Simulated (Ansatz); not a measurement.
Consider the isomerisation: `O[SiH](F)CF` → `C[Si](O)(F)F`.

Program: Ansatz. Geometries: PBE0-D4/def2-TZVP. ΔE: electronic, gas phase. CBS: MP2 limit from def2 TZ/QZ plus the TZ coupled-cluster correction, frozen cores. Functionals use def2-TZVPP. B3LYP here is the variant with VWN-RPA as its local correlation; programs differ in this. One conformer a species, not always the lowest.

`O[SiH](F)CF`:

Z-matrix (Å, degrees):
```
Si
F 1 1.595
C 1 1.885 2 107.6
O 1 1.626 2 111.0 3 -119.6
H 1 1.476 2 107.6 3 122.3
F 3 1.398 1 108.3 2 -80.6
H 3 1.095 1 111.4 2 160.8
H 3 1.094 1 112.9 2 39.1
H 4 0.960 1 117.1 2 80.4
```

`C[Si](O)(F)F`:

```xyz
9

C    -0.781    0.463    0.870
Si    0.140   -0.327   -0.501
O     1.712    0.054   -0.400
F    -0.039   -1.907   -0.477
F    -0.438    0.119   -1.913
H    -0.399    0.122    1.834
H    -0.678    1.549    0.824
H    -1.843    0.214    0.813
H     2.326   -0.287   -1.052
```

CCSD(T)/CBS gives -290.9 kJ/mol.

Problem. Another level gave -290.2 kJ/mol. Which?
A. ωB97M-V/def2-TZVPP
B. PBE/def2-TZVPP
C. B3LYP/def2-TZVPP
D. SCS-MP2/def2-TZVPP

Solution. D. SCS-MP2/def2-TZVPP -290.2, ωB97M-V -284.5, PBE -269.8, B3LYP -277.9 kJ/mol.

Largest T1 diagnostic among the species: 0.012.

From r2SCAN to r2SCAN0 (25 % exact exchange), in def2-TZVPP and without D4, ΔE moves by −5.2 kJ/mol. Leaving LDA and LC-ωPBE aside and taking each functional with its dispersion term where it has one, the values, not all of them listed here, spread over 25.2 kJ/mol, from r2SCAN0-D4 to revPBE-D4. LDA lies −8.4 kJ/mol from PBE without D4. At CCSD(T), def2-SVP lies +23.8 kJ/mol from the extrapolated value and def2-TZVPP +2.6 kJ/mol.

CCSD(T)/CBS has its own doubt, a few kJ/mol and more with outer-core shells, so smaller differences from it don't rank the levels.
